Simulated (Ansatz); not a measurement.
Stepwise reaction of `[Cl][SnH]([Cl])[Cl]` with hydrogen, as a gas-phase model of exchange steps in deposition or etching. ΔE in kJ/mol; ΔG adds harmonic PBE0-D4 terms to CCSD(T)/CBS, at 1 bar.

Gas-phase electronic energies from Ansatz, PBE0-D4/def2-TZVP geometries. CCSD(T)/CBS is the MP2 limit (def2-TZVPP, def2-QZVPP) plus CCSD(T) − MP2 in def2-TZVPP, frozen cores. This one scheme is used for every species. DFT in def2-TZVPP. B3LYP here is the variant with VWN-RPA as its local correlation; programs differ in this. Elements past krypton have def2 core potentials. For Sn outer-core shells are correlated without core-valence functions, which leaves a few kJ/mol of doubt a bond.

```json
{"step": "2", "reaction": "`[Cl][SnH2][Cl]` + H₂ → `[Cl][SnH3]` + HCl", "PBE-D4": "71.6", "B3LYP-D4": "72.5", "ωB97M-V": "69.4", "CCSD(T)/CBS": "74.1", "ΔG(500 K)": "68.4"}
{"step": "3", "reaction": "`[Cl][SnH3]` + H₂ → `[SnH4]` + HCl", "PBE-D4": "69.4", "B3LYP-D4": "71.9", "ωB97M-V": "69.3", "CCSD(T)/CBS": "74.5", "ΔG(500 K)": "72.7"}
```

Task: Give the row of step 1, `[Cl][SnH]([Cl])[Cl]` + H₂ → `[Cl][SnH2][Cl]` + HCl. (Best estimate.)

Result: Ansatz gave: 
```
step                                             reaction  PBE-D4  B3LYP-D4  ωB97M-V  CCSD(T)/CBS  ΔG(500 K)
   1  `[Cl][SnH]([Cl])[Cl]` + H₂ → `[Cl][SnH2][Cl]` + HCl    66.8      67.4     64.0         68.4       59.2
```

Task: By hand: ΔE of the 3 steps together at CCSD(T)/CBS.

Result: (68.4) + (74.1) + (74.5) = 217.0 kJ/mol, or 72.3 kJ/mol a step.

In ΔE step 1 is the lowest and step 3 the highest. All are uphill at CCSD(T)/CBS. ΔG lies between 59.2 and 72.7 kJ/mol a step. PBE-D4 differs from CCSD(T)/CBS by -5.1 to -1.6 kJ/mol a step. Isolated molecules leave out the surface, adducts and barriers. Largest T1 diagnostic: 0.013.
